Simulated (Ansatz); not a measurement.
Reactions of `CCCCCC(C)(C)C`.

Isolated molecules relaxed with PBE0-D4/def2-TZVP in Ansatz; ΔE leaves out vibrations. CCSD(T)/CBS is the MP2 limit (def2-TZVPP, def2-QZVPP) plus CCSD(T) − MP2 in def2-TZVPP, frozen cores. This one scheme is used for every species, atoms too. No spin–orbit coupling; open shells (•) take unrestricted orbitals. Spin–orbit coupling would lower the free atoms: a little for C. One conformer a species, not always the lowest.

(1) Order these by ΔE at CCSD(T)/CBS, lowest first. (Best estimate.)
A. `CCCCCC(C)(C)C` → 9 C• + 20 H•
B. `CCCCCC(C)(C)C` + CH₄ → `CCCCC(C)(C)C` + `CC`
C. `CCCCCC(C)(C)C` + HCl → `CCCCCCl` + `CC(C)C`

Largest T1 diagnostic: 0.009, for C•.

Answers

(1) B (+1.4 kcal/mol), C (+4.6 kcal/mol), A (+2775.2 kcal/mol).
